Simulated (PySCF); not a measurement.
HIMgS, SMILES [SH][Mg][I].

Coordinates come from a B3LYP-D3(BJ)/def2-TZVP optimisation. The def2 effective core potentials stand for the cores of I; spin–orbit coupling is left out. One conformer was computed; it need not be the lowest.

Calculation: TDDFT-CAM-B3LYP/def2-SVPD (PySCF).

Vertical excitations.  State labels are in the subgroup Cs.

Computed excitation energies, oscillator strengths and character:
| state | symmetry | energy (eV) | λ (nm) | f | main pairs |
|---|---|---|---|---|---|
| S1 | A" | 4.58 | 270 | 0.018 | HOMO→LUMO 96 % |
| S2 | A' | 5.00 | 248 | 0.039 | HOMO−1→LUMO 95 % |
| S3 | A" | 5.04 | 246 | 0.063 | HOMO−2→LUMO 95 % |
| S4 | A" | 5.53 | 224 | 0.000 | HOMO→LUMO+1 87 % |
| S5 | A' | 5.75 | 216 | 0.134 | HOMO−3→LUMO 66 %, HOMO→LUMO+2 27 % |
| S6 | A" | 5.96 | 208 | 0.000 | HOMO−2→LUMO+1 89 % |
| S7 | A' | 6.04 | 205 | 0.001 | HOMO−1→LUMO+1 68 %, HOMO→LUMO+2 13 %, HOMO−2→LUMO+2 10 % |
| S8 | A" | 6.22 | 199 | 0.000 | HOMO−1→LUMO+2 92 % |
| S9 | A" | 6.32 | 196 | 0.008 | HOMO→LUMO+3 38 %, HOMO→LUMO+4 20 %, HOMO→LUMO+10 9 %, HOMO→LUMO+6 7 % |
| S10 | A' | 6.36 | 195 | 0.097 | HOMO−2→LUMO+2 52 %, HOMO−4→LUMO 14 %, HOMO→LUMO+2 13 % |
| T1 | A" | 4.30 | 288 | 0 | HOMO→LUMO 90 % |
| T2 | A' | 4.74 | 262 | 0 | HOMO−1→LUMO 93 % |
| T3 | A" | 4.75 | 261 | 0 | HOMO−2→LUMO 90 % |
| T4 | A' | 5.10 | 243 | 0 | HOMO−3→LUMO 89 % |
Triplets are in the Tamm–Dancoff approximation, which puts them higher than full response would, so one can lie above its singlet here.
